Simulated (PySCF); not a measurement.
**Computed data sheet: `O(/C(C)=C/C=C)[SiH3]`**

Compound: C₅H₁₀OSi.
Structure used (PBE0-D3(BJ)/def2-SVP), in Å, numbered top down from 1:
```
atom  x, y, z in Å
C1    -2.7610    1.2297    0.2280
C2    -1.9005    0.2044    0.3300
C3    -0.4598    0.3311    0.2627
C4     0.4403   -0.6728    0.3725
C5     0.1443   -2.1170    0.5902
O6     1.7760   -0.4594    0.2944
Si7    2.5797    0.9846   -0.0187
H8    -3.8406    1.0763    0.2852
H9    -2.4094    2.2560    0.0831
H10   -2.3104   -0.8011    0.4731
H11   -0.0792    1.3480    0.1077
H12    0.6354   -2.4587    1.5151
H13    0.5690   -2.7101   -0.2352
H14   -0.9288   -2.3245    0.6610
H15    2.3048    1.9872    1.0525
H16    4.0201    0.6207   -0.0340
H17    2.1597    1.5379   -1.3398
```

Among its groups: C=C double bond and Si–H bond.

From PBE0-D3(BJ)/def2-SVP geometry optimisation, gas phase (PySCF):

```yaml
Rotational_constants_A_B_C: 3.335, 1.210, 0.903 GHz
```

**wB97X-D/def2-SVPD ground state, ΔSCF and vertical TDDFT (core frozen in the response) (PySCF)**

```yaml
Dipole_moment: 0.49 D
HOMO_energy: -7.79 eV
LUMO_energy: 1.21 eV
HOMO–LUMO_gap: 9.00 eV
Lowest_singlet_excitation: 5.43 eV (228 nm, f = 0.723)
Strongest_line_among_the_10_lowest_singlet_transitions: S1 at 5.43 eV (228 nm, f = 0.723)
Lowest_triplet_excitation_Tamm–Dancoff: 3.14 eV
Static_isotropic_polarisability: 99.8 au
Vertical_ionisation_energy: 7.88 eV
Electronic_spatial_extent_⟨r²⟩_about_the_centre_of_nuclear_charge: 1290 bohr²
```

From CAM-B3LYP/pcSseg-1 ground state and GIAO shieldings, non-relativistic (PySCF):

```yaml
13C_chemical_shifts_computed_TMS_as_zero_by_class: 167.2 (C4), 143.8 (C2), 119.9 (C1), 113.1 (C3), 18.5 (C5) ppm
1H_chemical_shifts_computed_TMS_as_zero_by_class: 6.40 (H10), 5.16 (H9), 5.10 (H11), 5.02 (H8), 4.78 (H15/H16/H17), 1.91 (H12/H13/H14) ppm
Isotropic_shieldings_of_nuclei_other_than_C_and_H_by_class: 225 (O6), 385 (Si7) ppm
```

Monoisotopic mass (most abundant isotopes): 114.0501 u.

The largest Löwdin shares of the HOMO are 0.22 on C1, 0.22 on C3, 0.18 on C4 and 0.14 on C2. In atomic units the dipole is 0.19 e·bohr (1 au = 2.5417 D). The 10 singlets span 5.43 to 7.81 eV, and their oscillator strengths add up to 0.78. No computed singlet falls in the visible range (750 to 380 nm, 1.65 to 3.26 eV); S1 lies 2.17 eV above its blue end. The ΔSCF ionisation energy exceeds −ε(HOMO) by 0.09 eV with wB97X-D. The principal polarisabilities are 68.7, 92.6 and 138.1 au; their mean is the isotropic value. With B = h/(8π²I), that is 505.379 GHz u Å² over I, the principal moments of inertia are 151.5, 417.6 and 559.9 u Å² (most abundant isotopes); the inertial defect Ic − Ia − Ib is -9.2 u Å² (zero for a rigid planar frame, negative otherwise). The vertical singlet–triplet gap S1 − T1 is 2.29 eV (TDDFT singlet less Tamm–Dancoff triplet; S1: HOMO→LUMO, weight 0.97; T1: HOMO→LUMO, weight 0.94).

 NMR classes are plain means over equivalent atoms (diastereotopic ones count apart unless rotation or inversion swaps them), as if these changed places fast; in this geometry the members of some classes differ.

One conformer stands for the species.
